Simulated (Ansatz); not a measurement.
Gas-phase electronic energies from Ansatz, PBE0-D4/def2-TZVP geometries. CBS: MP2 limit from def2 TZ/QZ plus the TZ coupled-cluster correction, frozen cores. Functionals use def2-TZVPP. B3LYP here is the variant with VWN-RPA as its local correlation; programs differ in this. One conformer a species, not always the lowest.

`B/C=C(\C)O` → `CB1OC1C`  (isomerisation)

(1) Is it downhill or uphill in electronic energy at CCSD(T)/CBS, and by how much? (Best estimate.)

(2) What do these levels give: PBE-D4, r2SCAN-D4, B3LYP-D4, B3LYP, HF/def2-TZVPP, MP2/def2-TZVPP, SCS-MP2/def2-TZVPP, CCSD(T)/def2-TZVPP, MP2/def2-QZVPP, SCS-MP2/def2-QZVPP, HF/CBS(def2), CCSD/CBS(def2)? (An estimate is asked.)

Largest T1 diagnostic among the species: 0.013.

Answers

(1) Ansatz gave: Downhill: ΔE = -24.2 kcal/mol.

(2) Ansatz gave: PBE-D4 -24.2, r2SCAN-D4 -24.2, B3LYP-D4 -21.9, B3LYP -22.7, HF/def2-TZVPP -19.4, MP2/def2-TZVPP -25.7, SCS-MP2/def2-TZVPP -24.9, CCSD(T)/def2-TZVPP -24.4, MP2/def2-QZVPP -25.6, SCS-MP2/def2-QZVPP -24.8, HF/CBS(def2) -19.4, CCSD/CBS(def2) -24.4 kcal/mol.

The D4 term adds +0.8 kcal/mol with B3LYP and +0.4 kcal/mol with PBE0; it sums over pairs of atoms, weighted by their polarisabilities, and B3LYP, whose exchange is more repulsive, gets the larger term. In def2-TZVPP, CCSD(T) changes the Hartree–Fock value by −5.0 kcal/mol (the triples alone add +0.2 kcal/mol) and MP2 by −6.3 kcal/mol.
